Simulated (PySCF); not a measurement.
A structure optimised at PBE0-D3(BJ)/def2-SVP, used in a PySCF frequency run:

```xyz
6

Te     0.7585    -0.5522     0.0000
Br    -0.3943     1.6979     0.0000
Si    -1.4384    -1.7622     0.0000
H     -1.0772    -3.2122     0.0000
H     -2.2133    -1.4150    -1.2242
H     -2.2133    -1.4150     1.2242
```

Write its SMILES, formula and point group.

[SiH3][Te]Br, BrH₃SiTe, Cs

What are its rotational constants (standard atomic weights)?

3.2987, 1.3412, 0.96453 GHz
